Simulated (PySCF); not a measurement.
Spinor energies of Pd(3+) (palladium, charge +3)

Start: [Kr] 4d7; 4d3/2 filled at m_j = -3/2, -1/2, +1/2, +3/2; 4d5/2 filled at m_j = +1/2, +3/2, +5/2. Calculated with PySCF 2.14 in x2c-TZVPall-2c: generalised Hartree-Fock with the X2C-1e Hamiltonian and a Gaussian nucleus; one run each with spin-orbit coupling (SO) switched off, then screened by Boettger's factors.

```json
{"spinor shell": "1s1/2", "electrons": "2", "ε, spin-free (eV)": "-24517.6", "ε, screened SO (eV)": "-24515.7", "weight of nominal j (screened SO)": "1.000", "rms radius, screened SO (bohr)": "0.0365"}
{"spinor shell": "2s1/2", "electrons": "2", "ε, spin-free (eV)": "-3699.7", "ε, screened SO (eV)": "-3699.1", "weight of nominal j (screened SO)": "1.000", "rms radius, screened SO (bohr)": "0.150"}
{"spinor shell": "2p1/2", "electrons": "2", "ε, spin-free (eV)": "-3314.4", "ε, screened SO (eV)": "-3424.8", "weight of nominal j (screened SO)": "1.000", "rms radius, screened SO (bohr)": "0.130"}
{"spinor shell": "2p3/2", "electrons": "4", "ε, spin-free (eV)": "-3314.4", "ε, screened SO (eV)": "-3263.2", "weight of nominal j (screened SO)": "1.000", "rms radius, screened SO (bohr)": "0.135"}
{"spinor shell": "3s1/2", "electrons": "2", "ε, spin-free (eV)": "-737.56", "ε, screened SO (eV)": "-737.36", "weight of nominal j (screened SO)": "1.000", "rms radius, screened SO (bohr)": "0.403"}
{"spinor shell": "3p1/2", "electrons": "2", "ε, spin-free (eV)": "-607.72", "ε, screened SO (eV)": "-627.63", "weight of nominal j (screened SO)": "1.000", "rms radius, screened SO (bohr)": "0.399"}
{"spinor shell": "3p3/2", "electrons": "4", "ε, spin-free (eV)": "-607.72", "ε, screened SO (eV)": "-598.34", "weight of nominal j (screened SO)": "1.000", "rms radius, screened SO (bohr)": "0.409"}
{"spinor shell": "3d3/2", "electrons": "4", "ε, spin-free (eV)": "-401.81", "ε, screened SO (eV)": "-405.46", "weight of nominal j (screened SO)": "0.992", "rms radius, screened SO (bohr)": "0.387"}
{"spinor shell": "3d5/2", "electrons": "6", "ε, spin-free (eV)": "-401.81", "ε, screened SO (eV)": "-399.14", "weight of nominal j (screened SO)": "0.994", "rms radius, screened SO (bohr)": "0.390"}
{"spinor shell": "4s1/2", "electrons": "2", "ε, spin-free (eV)": "-146.02", "ε, screened SO (eV)": "-145.95", "weight of nominal j (screened SO)": "1.000", "rms radius, screened SO (bohr)": "1.00"}
{"spinor shell": "4p1/2", "electrons": "2", "ε, spin-free (eV)": "-105.85", "ε, screened SO (eV)": "-111.53", "weight of nominal j (screened SO)": "0.845", "rms radius, screened SO (bohr)": "1.09"}
{"spinor shell": "4p3/2", "electrons": "4", "ε, spin-free (eV)": "-105.85", "ε, screened SO (eV)": "-103.06", "weight of nominal j (screened SO)": "0.923", "rms radius, screened SO (bohr)": "1.11"}
{"spinor shell": "4d5/2", "electrons": "3", "ε, spin-free (eV)": "-49.747", "ε, screened SO (eV)": "-50.535", "weight of nominal j (screened SO)": "0.743", "rms radius, screened SO (bohr)": "1.40"}
{"spinor shell": "4d3/2", "electrons": "4", "ε, spin-free (eV)": "-49.747", "ε, screened SO (eV)": "-49.175", "weight of nominal j (screened SO)": "0.705", "rms radius, screened SO (bohr)": "1.41"}
```

```tsv
quantity	spin-free	screened SO
E (hartree)	-5040.29945	-5041.16804
M_J	9/2	9/2
⟨J²⟩	24.756	24.757
⟨L²⟩	12.005	12.214
⟨S²⟩	3.751	3.690
```

Each row is a mean over spinors that exchange with the open shell spreads, by up to 9.742 eV (4p3/2).

Rows whose weight is well below 1 are mixtures of j = l ± 1/2: exchange outweighs spin-orbit coupling there, and the label is only the starting occupation.

Breit and QED terms are absent; they matter most for the inner s and p1/2 levels.

Densities and radii are taken from the X2C orbitals without a picture-change correction, which distorts them close to the nucleus.

Without spin-orbit coupling the j labels of p, d and f shells carry no meaning; the spin-free column gives the mean over the occupied spinors of each nl shell.
